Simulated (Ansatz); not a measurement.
C₈H₇N (`c1ccc2[nH]ccc2c1`). The species carries charge 0 and has multiplicity 1.

```xyz
16

C    -0.3888   -0.6515    2.0591
C    -1.5184    0.0233    1.5750
C    -1.5482    0.5436    0.2969
C    -0.4153    0.3725   -0.4911
N    -0.1579    0.7722   -1.7749
C     1.1047    0.3740   -2.1305
C     1.6859   -0.2873   -1.0905
C     0.7350   -0.3042   -0.0247
C     0.7328   -0.8191    1.2745
H    -0.4020   -1.0466    3.0683
H    -2.3842    0.1385    2.2166
H    -2.4231    1.0651   -0.0751
H    -0.7927    1.2774   -2.3642
H     1.4940    0.5972   -3.1117
H     2.6770   -0.7124   -1.0864
H     1.6012   -1.3427    1.6586
```

Question: List the harmonic frequencies (cm⁻¹, unscaled) at PBE0-D4/def2-TZVP in Ansatz. (Estimate.)

Answer: Computed: 213, 245, 386, 404, 430, 553, 587, 619, 622, 728, 752, 782, 783, 857, 860, 890, 916, 924, 954, 1045, 1093, 1119, 1148, 1172, 1235, 1273, 1318, 1388, 1397, 1467, 1499, 1541, 1570, 1644, 1688, 3186, 3192, 3203, 3214, 3259, 3279, 3705.

Question: Is this a minimum?

Answer: Yes, all 42 modes are real.

Question: Give the ideal-gas thermochemistry at 298.15 K and 1 bar (rigid rotor, harmonic oscillator; point group Cs, symmetry number 1).

Answer: Zero-point energy 341.8 kJ/mol; H(298) − E = 360.8 kJ/mol; entropy 331.0 J/(mol·K), of which translation 168.3, rotation 117.8, vibration 45.0; G(298) − E = 262.1 kJ/mol.

Question: And at 400, 500, 600, 800 and 1000 K?

Answer: 
```csv
T (K),H − E (kJ/mol),S (J/mol/K),G − E (kJ/mol)
400,375.1,371.8,226.4
500,392.9,411.4,187.2
600,413.7,449.4,144.1
800,462.3,519.0,47.2
1000,517.5,580.4,-62.9
```
